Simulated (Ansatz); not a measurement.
One change: `C[Si](C)(Cl)C#N` becomes `C[Si](C)(Cl)Cl`.

Ansatz, PBE0-D4/def2-TZVP geometries, multiplicity 1. 

| property | `C[Si](C)(Cl)C#N` |
| --- | --- |
| LUMO energy (ωB97M-V/def2-TZVPP) / eV | 1.51 |
| HOMO–LUMO gap (ωB97M-V/def2-TZVPP) / eV | 12.84 |
| size of the dipole moment (ωB97M-V/def2-TZVPP) / D | 4.10 |
| HOMO energy (PBE/def2-TZVPP) / eV | -7.74 |
| ideal-gas entropy at 298 K and 1 bar (rigid rotor, harmonic PBE0-D4/def2-TZVP) / J/(mol·K) | 381 |
| LUMO energy (B3LYP/def2-TZVPP) / eV | -0.80 |

Task: Give the same properties after the change, and the shifts. (Estimate.)

Result: Computed: 
| property | `C[Si](C)(Cl)Cl` | shift |
| --- | --- | --- |
| LUMO energy (ωB97M-V/def2-TZVPP) / eV | 2.36 | 0.85 |
| HOMO–LUMO gap (ωB97M-V/def2-TZVPP) / eV | 13.21 | 0.37 |
| size of the dipole moment (ωB97M-V/def2-TZVPP) / D | 2.32 | -1.78 |
| HOMO energy (PBE/def2-TZVPP) / eV | -7.28 | 0.46 |
| ideal-gas entropy at 298 K and 1 bar (rigid rotor, harmonic PBE0-D4/def2-TZVP) / J/(mol·K) | 359 | -22 |
| LUMO energy (B3LYP/def2-TZVPP) / eV | 0.62 | 1.42 |

With PBE0 the HOMO rises by 0.48 eV and the LUMO rises by 1.53 eV, so the gap widens by about 1.05 eV. PBE moves the HOMO by 0.46 eV and ωB97M-V by 0.48 eV. The zero-point energy changes by -18.1 kJ/mol with -3 modes. Dipoles are sizes alone; their direction can turn.

B3LYP here is the variant with VWN-RPA as its local correlation; programs differ in this.
